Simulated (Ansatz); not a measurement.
Ansatz results at the PBE0-D4/def2-TZVP geometry: LUMO energy (ωB97M-V/def2-TZVPP) 0.92 eV; HOMO–LUMO gap (PBE/def2-TZVPP) 4.66 eV; size of the dipole moment (PBE/def2-TZVPP) 1.80 D.

Each molecule was computed in one conformer, which needn't be the lowest.

(1) Which molecule gave them?
A. `[CH3][Ga]([NH2])[OH]`
B. `C#[C][Ga]([Cl])[Cl]`
C. `[OH][Ga]([SH])[SH]`
D. `[NH2][Ga]([Cl])[Br]`

## Answers

(1) C. The others give `[NH2][Ga]([Cl])[Br]`: 0.73, 4.55, 2.52; `C#[C][Ga]([Cl])[Cl]`: -0.11, 4.83, 2.14; `[CH3][Ga]([NH2])[OH]`: 1.72, 5.00, 1.69.
